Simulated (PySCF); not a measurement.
## Correlation energy of As⁺ (arsenic, charge +1)

[Ar] 3d10 4s2 4p2, high-spin 3P determinant. Computed with PySCF 2.14 in x2c-SVPall, with scalar relativity by spin-free X2C-1e. Frozen: [Ar] 3d10; 4 electrons correlated.

MP2 pair energies summed by pair of shells (mhartree):

```tsv
pair	energy	share (%)
4s-4p	-26.14	59.7
4s-4s	-13.25	30.3
4p-4p	-4.41	10.1
```

Total MP2 correlation energy: -43.81 mhartree.

Same-spin part -7.22 and opposite-spin part -36.59 mhartree; SCS-MP2 scales them by 1/3 and 6/5 to -46.31 mhartree.

```tsv
level	correlation energy (mhartree)
CCSD	-60.18
(T)	-0.74
CCSD(T)	-60.92
```

Diagnostics: T1 = 0.0066, D1 = 0.0184, largest double amplitude 0.095.

Cost of the coupled-cluster step: 0.18 s of wall time on 1 thread of Neoverse-N1 (shared host), for 4 correlated electrons.

Iterations:

```
CC2 = 0
CCSD nocc = (np.int64(3), np.int64(1)), nmo = (18, 18)
frozen orbitals [[0, 1, 2, 3, 4, 5, 6, 7, 8, 9, 10, 11, 12, 13], [0, 1, 2, 3, 4, 5, 6, 7, 8, 9, 10, 11, 12, 13]]
max_cycle = 100
direct = 0
conv_tol = 1e-08
conv_tol_normt = 1e-06
diis_space = 8
diis_start_cycle = 0
Init t2, MP2 energy = -0.0438092623417462
Init E_corr(UCCSD) = -0.0438092623437844
cycle = 1  E_corr(UCCSD) = -0.0552374926760807  dE = -0.0114282303  norm(t1,t2) = 0.0451741
cycle = 2  E_corr(UCCSD) = -0.0584580009058666  dE = -0.00322050823  norm(t1,t2) = 0.0162586
cycle = 3  E_corr(UCCSD) = -0.0601837051887696  dE = -0.00172570428  norm(t1,t2) = 0.00692797
cycle = 4  E_corr(UCCSD) = -0.0601681092131275  dE = 1.55959756e-05  norm(t1,t2) = 0.001106
cycle = 5  E_corr(UCCSD) = -0.0601773276365014  dE = -9.21842337e-06  norm(t1,t2) = 0.000145374
cycle = 6  E_corr(UCCSD) = -0.060174506075186  dE = 2.82156132e-06  norm(t1,t2) = 1.8435e-05
cycle = 7  E_corr(UCCSD) = -0.0601755210356277  dE = -1.01496044e-06  norm(t1,t2) = 3.12136e-06
cycle = 8  E_corr(UCCSD) = -0.0601752561582894  dE = 2.64877338e-07  norm(t1,t2) = 8.34956e-07
cycle = 9  E_corr(UCCSD) = -0.0601752852798465  dE = -2.91215571e-08  norm(t1,t2) = 1.21155e-07
cycle = 10  E_corr(UCCSD) = -0.06017528351899  dE = 1.76085652e-09  norm(t1,t2) = 1.83386e-08
UCCSD converged
E(UCCSD) = -2258.336250645062  E_corr = -0.06017528351898998
UCCSD(T) correction = -0.000741836375679376
```
